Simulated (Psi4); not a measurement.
C6H14O (SMILES CC(C)CC(C)O), singlet, geometry from GFN2-xTB; PBE0/STO-3G (Psi4).

The Psi4 input:
```
memory 2 GB

molecule {
0 1
  C    -2.43078635    0.70386941   -0.80303926
  C    -1.25570669    0.44918022    0.14006863
  C    -1.61131725   -0.65358106    1.13232826
  C    -0.00356784    0.09617071   -0.67105441
  C     1.30635872    0.16561605    0.12111794
  C     2.50620758    0.28469755   -0.82155621
  O     1.41416337   -1.00010812    0.91718752
  H    -3.32653403    0.94646361   -0.23583611
  H    -2.63394850   -0.18210721   -1.40088243
  H    -2.21754026    1.53142372   -1.47653008
  H    -1.05474058    1.37209009    0.69721620
  H    -2.44485243   -0.34699566    1.76089494
  H    -1.89494724   -1.55862855    0.59971909
  H    -0.75974526   -0.88569296    1.76357795
  H     0.07553450    0.78969911   -1.51042497
  H    -0.10234493   -0.91470588   -1.06915737
  H     1.28419761    1.05287160    0.77827267
  H     2.44138523    1.19839905   -1.40578699
  H     3.43649354    0.30505001   -0.25455642
  H     2.53090781   -0.56678997   -1.49790355
  H     2.28569861   -1.01592954    1.32670716
}

set basis sto-3g

energy('pbe0')
print_variables()
```

What the program printed (banner, timings and long lists left out):

```
   => Loading Basis Set <=

    Name: STO-3G
    Role: ORBITAL
    Keyword: BASIS

         ---------------------------------------------------------
                                   SCF
               by Justin Turney, Rob Parrish, Andy Simmonett
                          and Daniel G. A. Smith
                              RKS Reference
         ---------------------------------------------------------

  ==> Geometry <==

    Molecular point group: c1
    Full point group: C1

    Geometry (in Angstrom), charge = 0, multiplicity = 1:

       Center              X                  Y                   Z               Mass
    ------------   -----------------  -----------------  -----------------  -----------------
         C           -2.453847216944     0.720583298804    -0.821696277601    12.000000000000
         C           -1.278767556944     0.465894108804     0.121411612399    12.000000000000
         C           -1.634378116944    -0.636867171196     1.113671242399    12.000000000000
         C           -0.026628706944     0.112884598804    -0.689711427601    12.000000000000
         C            1.283297853056     0.182329938804     0.102460922399    12.000000000000
         C            2.483146713056     0.301411438804    -0.840213227601    12.000000000000
         O            1.391102503056    -0.983394231196     0.898530502399    15.994914619570
         H           -3.349594896944     0.963177498804    -0.254493127601     1.007825032230
         H           -2.657009366944    -0.165393321196    -1.419539447601     1.007825032230
         H           -2.240601126944     1.548137608804    -1.495187097601     1.007825032230
         H           -1.077801446944     1.388803978804     0.678559182399     1.007825032230
         H           -2.467913296944    -0.330281771196     1.742237922399     1.007825032230
         H           -1.918008106944    -1.541914661196     0.581062072399     1.007825032230
         H           -0.782806126944    -0.868979071196     1.744920932399     1.007825032230
         H            0.052473633056     0.806412998804    -1.529081987601     1.007825032230
         H           -0.125405796944    -0.897991991196    -1.087814387601     1.007825032230
         H            1.261136743056     1.069585488804     0.759615652399     1.007825032230
         H            2.418324363056     1.215112938804    -1.424444007601     1.007825032230
[...]
   @DF-RKS iter   2:  -308.06660705027451   -8.94781e-03   4.14014e-03 ADIIS/DIIS
   @DF-RKS iter   3:  -308.09053976325919   -2.39327e-02   1.96369e-04 ADIIS/DIIS
   @DF-RKS iter   4:  -308.09059152708278   -5.17638e-05   7.75273e-05 DIIS
   @DF-RKS iter   5:  -308.09060049551238   -8.96843e-06   8.63692e-06 DIIS
   @DF-RKS iter   6:  -308.09060061816763   -1.22655e-07   1.81699e-06 DIIS
   @DF-RKS iter   7:  -308.09060062293003   -4.76240e-09   4.85454e-07 DIIS
  Energy and wave function converged.

  ==> Post-Iterations <==

   Electrons on quadrature grid:
      Ntotal   =   57.9999568294 ; deviation = -4.317e-05

    Orbital Energies [Eh]
    ---------------------

    Doubly Occupied:

[...]
    Virtual:

[...]
    Final Occupation by Irrep:
              A
    DOCC [    29 ]
    NA   [    29 ]
    NB   [    29 ]

  @DF-RKS Final Energy:  -308.09060062293003

   => Energetics <=

    Nuclear Repulsion Energy =            334.1730854183276733
    One-Electron Energy =               -1081.1130747793840783
    Two-Electron Energy =                 473.9364293112163296
    DFT Exchange-Correlation Energy =     -35.0870405730899364
    Empirical Dispersion Energy =           0.0000000000000000
    VV10 Nonlocal Energy =                  0.0000000000000000
    Total Energy =                       -308.0906006229300260

Computation Completed

Properties will be evaluated at   0.000000,   0.000000,   0.000000 [a0]

Properties computed using the SCF density matrix

 Multipole Moments:

 ------------------------------------------------------------------------------------
     Multipole            Electronic (a.u.)      Nuclear  (a.u.)        Total (a.u.)
 ------------------------------------------------------------------------------------

 L = 1.  Multiply by 2.5417464519 to convert [e a0] to [Debye]
 Dipole X            :          2.9586432           -2.5275658            0.4310774
 Dipole Y            :         -1.5256206            1.8319105            0.3062899
 Dipole Z            :          1.9906602           -2.0448860           -0.0542258
 Magnitude           :                                                    0.5315841

 ------------------------------------------------------------------------------------

  Variable Map:
  ----------------------------------------------------------------------------
[...]
  Array Variable Map:
  ----------------------------------------------------------------------------
[...]
[...]
```
